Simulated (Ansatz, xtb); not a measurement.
## Relaxing a trial structure of C2H8AlBO

The starting geometry of this gas-phase singlet was built from a drawn formula by distance geometry and a force field; its bonds are those of `B[C@@H](O)[AlH][CH3]`.

```xyz
13

C     0.3926   -0.5844    0.9236
C    -2.0215    0.5216   -1.2873
Al   -0.4999    0.9037   -0.0663
B    -0.3199   -1.9660    0.5755
O     1.7585   -0.5982    0.5676
H    -0.3768   -2.3836   -0.5298
H    -0.8457   -2.6416    1.4431
H     0.3098   -0.3717    1.9826
H     2.2222   -1.0937    1.2852
H    -0.0622    2.3884    0.0921
H    -1.8408    0.8687   -2.3118
H    -2.3132   -0.5141   -1.2602
H    -2.9441    1.0601   -0.9241
```

Problem. Predict what becomes of its bonds when it is optimised with r2SCAN-D4/def2-SVP.

Solution. A new bond forms, giving a structure given below by its coordinates. Contacts that close: Al3–O5 (2.79 → 1.95 Å).

The energy falls by 1.51 eV over 21 steps:

```
step  E − E(last) (eV)
   1             1.508
   3             0.970
   5             0.749
   8             0.349
  10             0.167
  12             0.059
  14             0.006
  17             0.001
  19             0.000
  21             0.000
```

Final geometry (Å):

```xyz
13

C     0.4149   -0.7878    1.2854
C    -1.5519    0.3963   -1.4261
Al   -0.5070    0.6963    0.1943
B    -0.5725   -1.8482    1.0342
O     1.2268   -0.2003    0.1653
H    -0.7386   -2.3020   -0.0792
H    -1.2547   -2.2229    1.9585
H     0.7989   -0.3752    2.2223
H     1.3562   -0.8909   -0.5049
H    -0.3601    2.0929    0.9243
H    -1.4969    1.2707   -2.0975
H    -1.2357   -0.4902   -1.9994
H    -2.6201    0.2505   -1.1872
```

From the same start GFN2-xTB reaches the same bonding as this run.

The end wasn't checked by frequencies. Run with Ansatz 0.2.0, 60 s on 2 threads of Intel(R) Xeon(R) Platinum 8259CL CPU @ 2.50GHz (Skylake/Cascade Lake), with other jobs on the host.
